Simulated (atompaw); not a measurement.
# An all-electron radial function and its pseudo partner (sulfur)

Columns: radius, all-electron u(r) and pseudo u(r) of the 2p shell (level -161.88 eV) of sulfur in the configuration [He] 2s2 2p6 3s2 3p3.5; PBEsol, scalar-relativistic, PAW (atompaw) scheme, atompaw 4.2.0.5.

```json
{"r (bohr)": "0.037", "all-electron": "0.1344", "pseudo": "0.0326"}
{"r (bohr)": "0.073", "all-electron": "0.3965", "pseudo": "0.1235"}
{"r (bohr)": "0.110", "all-electron": "0.6863", "pseudo": "0.2680"}
{"r (bohr)": "0.146", "all-electron": "0.9372", "pseudo": "0.4439"}
{"r (bohr)": "0.183", "all-electron": "1.1429", "pseudo": "0.6429"}
{"r (bohr)": "0.219", "all-electron": "1.2885", "pseudo": "0.8359"}
{"r (bohr)": "0.256", "all-electron": "1.3854", "pseudo": "1.0160"}
{"r (bohr)": "0.292", "all-electron": "1.4352", "pseudo": "1.1599"}
{"r (bohr)": "0.329", "all-electron": "1.4489", "pseudo": "1.2659"}
{"r (bohr)": "0.365", "all-electron": "1.4334", "pseudo": "1.3248"}
{"r (bohr)": "0.402", "all-electron": "1.3951", "pseudo": "1.3414"}
{"r (bohr)": "0.438", "all-electron": "1.3419", "pseudo": "1.3209"}
{"r (bohr)": "0.475", "all-electron": "1.2760", "pseudo": "1.2712"}
{"r (bohr)": "0.512", "all-electron": "1.2026", "pseudo": "1.2029"}
{"r (bohr)": "0.548", "all-electron": "1.1273", "pseudo": "1.1278"}
{"r (bohr)": "0.585", "all-electron": "1.0483", "pseudo": "1.0483"}
{"r (bohr)": "0.621", "all-electron": "0.9718", "pseudo": "0.9718"}
{"r (bohr)": "0.658", "all-electron": "0.8948", "pseudo": "0.8948"}
{"r (bohr)": "0.694", "all-electron": "0.8226", "pseudo": "0.8226"}
{"r (bohr)": "0.731", "all-electron": "0.7518", "pseudo": "0.7518"}
{"r (bohr)": "0.767", "all-electron": "0.6868", "pseudo": "0.6868"}
{"r (bohr)": "0.804", "all-electron": "0.6241", "pseudo": "0.6241"}
{"r (bohr)": "0.840", "all-electron": "0.5673", "pseudo": "0.5673"}
{"r (bohr)": "0.877", "all-electron": "0.5133", "pseudo": "0.5133"}
{"r (bohr)": "0.913", "all-electron": "0.4649", "pseudo": "0.4649"}
{"r (bohr)": "0.950", "all-electron": "0.4192", "pseudo": "0.4192"}
```

**Question.** How many radial nodes do the two functions have?

**Answer.** The all-electron 2p function has n − l − 1 = 0; the pseudo-wave has 0.

**Question.** At about which radius was the pseudo-wave matched?

**Answer.** 0.60 bohr. The columns agree to 0.0005 from 0.51 bohr on; several derivatives are matched, so the curves merge somewhat inside the radius.

**Question.** Where does each function peak?

**Answer.** Outermost all-electron maximum near 0.33 bohr, pseudo maximum near 0.40 bohr (to the table’s step).

**Question.** Is the pseudo-wave norm-conserving?

**Answer.** No, it belongs to a PAW set: the norm inside the radius is not constrained, and the difference is carried by the augmentation charge.
